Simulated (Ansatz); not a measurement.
Abridged output of a molecular run in Ansatz:

```
Functional definition: HF
1205 factors; integrals over basis functions are off by at most 1.1e-3 eV
mean field evaluation 1: about -50154.3625 eV, gradient 2.9e1 eV
mean field evaluation 2: about -50154.5920 eV, gradient 2.9e1 eV
mean field evaluation 4: about -50156.9376 eV, gradient 6.0e0 eV
mean field evaluation 8: about -50156.9906 eV, gradient 2.8e-1 eV
mean field evaluation 32: about -50149.1282 eV, gradient 4.0e-1 eV
mean field -50156.99089554 eV, -1843.2354177815 hartree, gradient 2.5e-6 eV, S^2 0.000000; 0 other end points of the search recorded, 0 dependent functions left out
11 core orbitals not correlated: weight in the atoms' cores, before any rotation towards them, 1.000 or more for the frozen orbitals, at most 0.000 for the correlated occupied ones
reference -50156.99089554 eV, -1843.2354177815 hartree; 12, 12 occupied and 173, 173 virtual orbitals, 1205 factors
second order -21.63896155 eV of doubles, -0.00000000 eV of singles
cycle   1  -20.47371711 eV  change     1.2e0 eV  update   1.2e-1
cycle   2  -21.13361297 eV  change   -6.6e-1 eV  update   5.0e-2
cycle   3  -21.29431584 eV  change   -1.6e-1 eV  update   2.0e-2
cycle   4  -21.26493758 eV  change    2.9e-2 eV  update   5.7e-3
cycle   5  -21.25980033 eV  change    5.1e-3 eV  update   2.2e-3
cycle   6  -21.26161043 eV  change   -1.8e-3 eV  update   7.4e-4
cycle   7  -21.26139153 eV  change    2.2e-4 eV  update   2.3e-4
cycle   8  -21.26115343 eV  change    2.4e-4 eV  update   7.3e-5
cycle   9  -21.26118150 eV  change   -2.8e-5 eV  update   2.4e-5
cycle  10  -21.26121184 eV  change   -3.0e-5 eV  update   1.0e-5
cycle  11  -21.26119192 eV  change    2.0e-5 eV  update   4.7e-6
perturbative correction -0.70279641 eV, -0.0258272918 hartree
Total energy: -50178.95488387 eV, -1844.0425794651 hartree
```

Its atoms:

Cartesian coordinates in Å:
```
C 0.9723 -0.1158 -0.6880
B -0.1569 -0.5218 0.3027
Zn -1.5768 0.7684 1.1256
H 1.2447 0.9393 -0.7342
H 1.8736 -0.7333 -0.6299
H 0.5215 -0.3625 -1.6682
H -0.2365 -1.7007 0.5425
H -2.6417 1.7264 1.7496
```

(1) Which basis set was used?
A. def2-QZVPP
B. def2-SVP
C. def2-SVPD
D. def2-TZVPP

(2) Write the keys of the input that set method, charge and spin (a neutral closed shell needs none for the last two).

Results:

(1) D. It gives 196 functions.

(2) 
```yaml
correlation: {method: ccsd_t, frozen_orbitals: {B: 1, C: 1, H: 0, Zn: 9}}
```
